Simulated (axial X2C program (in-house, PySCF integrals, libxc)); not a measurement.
# Correcting the dissociation energy of KBr⁺ for spin–orbit coupling

A spin-free CCSD(T) curve (one-electron X2C) was computed with an axial X2C code built on PySCF integrals, basis Br dyall-cv3z [8s9p6d4f1g], K dyall-cv3z [11s12p6d3f] (cores contracted in-house), for the state M_S = 1/2, Λ = 1 (beyond evenly filled blocks: π+α, π+β, π-α). It gives D0 = 0.212 eV to Br + K+, which in a spin-free picture are the weighted means of the ground terms.

Correlated methods: 15 electrons correlated (number of frozen shells: Br 3 s, 2 p, 1 d; K 2 s, 1 p), 253 virtual spin orbitals or spinors in MP2, 90 natural virtuals in coupled cluster.

Measured levels of the ground terms (NIST Handbook of Basic Atomic Spectroscopic Data), in cm⁻¹: Br 2P: J = 3/2 at 0, J = 1/2 at 3685.2; K+ 1S: J = 0 at 0.

The two components of the molecular doublet are 1620 cm⁻¹ apart in the PBE0 2c search (Ω = 3/2 lower), so the lower one lies 810 cm⁻¹ under their mean.

(1) How far does each ground level lie under the (2J+1)-weighted mean of its term?

(2) Correct D0.

Second-order spin–orbit effects in the molecule, which grow quickly with Z, are left out. One determinant describes the state; a PBE0 search over occupations chose it and may have missed a lower one. De is counted from the lowest determinant-based energies of the atoms at the same level, without counterpoise correction. CCSD and (T) use frozen natural virtuals with an MP2 correction for the truncation; (T) itself is uncorrected, so its De runs slightly low. Other states lie close and PBE0, whose exact exchange favours high spin, may order them wrongly; the determinant shown need not be the ground state. The nearest other spin-free determinant of the search, M_S = 1/2, Λ = 0, lies 0.25 eV up at the distance of the search.

## Answers

(1) Br: (4 × 0 + 2 × 3685.2)/6 = 1228 cm⁻¹; K+: a single level, 0.

(2) D0 = 0.212 + (810 − 1228)/8065.5 = 0.160 eV at CCSD(T) with these spin–orbit terms. The direct two-component run gives 0.217 eV; the difference holds second-order terms in the molecule, scalar two-electron terms, the gap between measured and computed atomic splittings (a 2c atom can miss part of its lowering) and, in coupled cluster, the truncation of each run.
